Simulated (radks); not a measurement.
Results of a calculation; reference values are marked as such.
Coulomb parameter of the 4d shell of neutral zirconium in the model configuration [Kr] 4d2.5 5s1.5, as a second difference U = [E(n + 0.25) + E(n - 0.25) - 2 E(n)] / (0.25)^2 with all orbitals relaxed. "Bare": the charge of the atom changes with n. "Screened": the 5s shell takes up the change at fixed total charge, which measures U(4d,4d) + U(5s,5s) - 2 U(4d,5s). Level of theory: scalar-relativistic Kohn-Sham, PBE, spin-unpolarised, spherical densities, finite nucleus; Fermi nuclear charge, rms radius 4.2694 fm (a radial shooting solver on a logarithmic mesh with Libxc functionals).

case                 configuration  E - E(n) (eV)
start             [Kr] 4d2.5 5s1.5          0.000
bare +0.25       [Kr] 4d2.75 5s1.5         -0.523
bare -0.25       [Kr] 4d2.25 5s1.5          0.948
screened +0.25  [Kr] 4d2.75 5s1.25          0.322
screened -0.25  [Kr] 4d2.25 5s1.75         -0.280

U(bare) = 6.802 eV, U(screened by 5s) = 0.668 eV, against the Slater integral F0(4d,4d) = 10.479 eV with frozen orbitals. The step up makes a negative ion, whose loosely bound charge lowers the bare value.
